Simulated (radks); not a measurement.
Problem. Neutral bismuth, 83 electrons, occupied as [Hg] 6p3. Calculated with a radial shooting solver on a logarithmic mesh with Libxc functionals: scalar-relativistic Kohn-Sham, LDA (Slater exchange, Perdew-Wang correlation), spin-polarised, spherical densities, point nucleus; open shells are filled with parallel spins first (spin-orbit coupling, left out, can overturn this in heavy ions). Some entries of the table are withheld. Estimate them.

orbital,occ.,eigenvalue (Ry),r(max) (bohr)
1s up,1,-6660.290,0.009660
1s down,1,-6660.287,0.009660
2s up,1,-1196.747,0.05621
2s down,1,-1196.746,0.05621
2p up,3,-1023.896,0.04692
2p down,3,-1023.894,0.04692
3s up,1,-288.8421,0.1586
3s down,1,-288.8405,0.1586
3p up,3,-239.4787,0.1589
3p down,3,-239.4768,0.1589
3d up,5,-189.8809,0.1294
3d down,5,-189.8793,0.1294
4s up,1,-66.22815,0.3559
4s down,1,-66.22551,0.3559
4p up,3,-50.05419,0.3761
4p down,3,-50.05132,0.3761
4d up,5,-31.58208,0.3816
4d down,5,-31.57890,0.3816
5s up,1,-11.60273,0.7696
5s down,1,-11.59551,0.7696
4f up,7,-11.22690,0.3415
4f down,7,-11.22337,0.3415
5p up,3,-7.04162,0.8593
5p down,3,-7.03311,0.8593
5d up,5,(1),1.034
5d down,5,(2),1.033
6s up,1,-1.11538,1.875
6s down,1,-1.01872,1.853
6p up,3,-0.38699,(3)
6p down,0,-0.27831,(4)

Solution. 
(1) 5d up eigenvalue (Ry): -1.99469
(2) 5d down eigenvalue (Ry): -1.97094
(3) 6p up r(max) (bohr): 2.454
(4) 6p down r(max) (bohr): 2.437
